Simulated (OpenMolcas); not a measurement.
**Ionisation energies of phosphorus**

```yaml
Program: OpenMolcas 26.06
Basis: ANO-R2 [5s4p3d1f]
Scalar_Hamiltonian: X2C, finite nucleus
Spin-orbit_coupling: state interaction with AMFI integrals over the reference wave functions, term energies averaged over their components
```

Active shells in each charge state: the valence s, p shells, with orbitals averaged over the low states. Where CASPT2's correlated closed shells are named, they are those of the first ion.

A. CASSCF
B. SS-CASPT2, IPEA 0.25 Eh, imaginary shift 0.1 Eh (closed shells correlated: 2s 2p)
C. SS-CASPT2, IPEA 0 Eh, imaginary shift 0.1 Eh (closed shells correlated: 2s 2p)
D. SS-CASPT2, IPEA 0.25 Eh, imaginary shift 0.1 Eh (closed shells correlated: none)

Energies in eV between the lowest computed levels, named as in B; reference values from the NIST Atomic Spectra Database with their kind.

| From | To | A | B | C | D | Spin-orbit share in B | Reference |
| --- | --- | --- | --- | --- | --- | --- | --- |
| P+ 3s² 3p² ³P₀ | P2+ 3s² 3p ²P°_1/2 | 18.789 | 19.551 | 19.674 | 19.491 | -0.006 | 19.769 (semi-empirical) |
| P2+ 3s² 3p ²P°_1/2 | P3+ 3s² ¹S₀ | 29.050 | 29.924 | 30.048 | 29.826 | +0.041 | 30.203 (measured) |
| P3+ 3s² ¹S₀ | P4+ 3s ²S_1/2 | 51.007 | 51.187 | 51.189 | 51.081 | +0.000 | 51.444 (measured) |
| P4+ 3s ²S_1/2 | P5+ 2p⁶ ¹S₀ | 64.497 | 64.728 | 64.733 | 64.497 | +0.000 | 65.025 (measured) |

Steps that some method lacks are left out, and so are those with a state whose active s or d shell is doubly occupied in every root (s and p with five to eight electrons, d10) over a frozen core shell of the same l, since the two then mix freely.

Error against the reference values, in %:

```json
{"From": "P+", "Reference": "semi-empirical", "A": "-5.0", "B": "-1.1", "C": "-0.5", "D": "-1.4"}
{"From": "P2+", "Reference": "measured", "A": "-3.8", "B": "-0.9", "C": "-0.5", "D": "-1.2"}
{"From": "P3+", "Reference": "measured", "A": "-0.8", "B": "-0.5", "C": "-0.5", "D": "-0.7"}
{"From": "P4+", "Reference": "measured", "A": "-0.8", "B": "-0.5", "C": "-0.4", "D": "-0.8"}
```

Mean absolute error over the 3 measured values: A 0.71 eV, B 0.28 eV, C 0.23 eV, D 0.42 eV. C lies closest.

° marks odd parity.
